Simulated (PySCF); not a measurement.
Planning a geometry optimisation on `[F][Rb]`.

Method: PBE0-D3(BJ)/def2-SVP geometry optimisation, gas phase, def2 core potentials past Kr (PySCF 2.14.0). Work: geometry optimisation from a GFN2-xTB start shaken at random, density fitting. A driver script takes a list of jobs; this job's settings line and coordinates (Å) are shown.

Input:
```
{"job": {"xc": "PBE0", "basis": "def2-SVP", "d3": "d3bj", "grid": 1, "maxiter": 30, "shake": 0.01, "kind": "geom"}, "charge": 0, "multiplicity": 1}
F      1.122010    -0.028090     0.000910
Rb    -1.104520    -0.000720    -0.013030
```

Hardware: one thread, Arm Neoverse V2 (aarch64), shared host with 96 logical CPUs at a one-minute load of 69. PySCF's memory limit was set to 2320 MB.

Problem. How large is the basis?

Solution. 38 functions.

Problem. Estimate the wall time.

Solution. About 4.9 s. The run took 11 energy-and-gradient evaluations and 61 SCF cycles, 0.45 s an evaluation on average.

Problem. How much memory does it need at the peak?

Solution. About 0.25 GiB. Peak memory is the resident size of the whole Python process, interpreter and libraries included.

Problem. At this speed, how long would 500 such jobs take on 96 cores, one job a core?

Solution. 500/96 gives 6 rounds of 4.9 s, about 29 s of wall time and 0.68 core-hours, if the jobs don't slow each other.

The output:
```
step   0  E = -123.78850325  max force = 0.014823
step   1  E = -123.78841909  max force = 0.013192
step   2  E = -123.78959070  max force = 0.002596
step   3  E = -123.78973592  max force = 0.000784
step   4  E = -123.78990881  max force = 0.001159
step   5  E = -123.79007162  max force = 0.000544
step   6  E = -123.79062627  max force = 0.003648
step   7  E = -123.79070349  max force = 0.002062
step   8  E = -123.79071203  max force = 0.000436
step   9  E = -123.79074225  max force = 0.000421
step  10  E = -123.79074753  max force = 0.000120
optimisation converged
```

Energies in Eh; «max force» is the largest Cartesian gradient component in Eh/bohr.

Times come from a shared host and carry two figures at best.
